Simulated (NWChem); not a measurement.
Species: MgHOCl; SMILES [OH][Mg][Cl]

```xyz
4

Mg     0.1067     0.4183     0.0022
Cl    -0.2190    -1.7341    -0.0067
O      0.3198     2.1561     0.0132
H      0.6536     3.0419     0.0287
```
Atoms are numbered in this order, from 1.

All runs: NWChem. Pople sets run with spherical d functions. STO-3G and 3-21G are far too small for this property and stand as cheap habits. All runs use the structure optimised with PBE0-D3(BJ)/def2-TZVP. Field at 589 nm.

Q: Order these runs by computing time, cheapest first, and give rough ratios: B3LYP/STO-3G; B3LYP/aug-cc-pVDZ; B3LYP/def2-SVP.

A: B3LYP/STO-3G (1), B3LYP/def2-SVP (6), B3LYP/aug-cc-pVDZ (70). Ratios are rough, from one shared machine; the cheapest took around 4 core-seconds (rough). What differs between the cheapest and the dearest: isotropic polarisability (bohr³) 12.7 → 40.4; anisotropy (bohr³) 28.4 → 13.2.
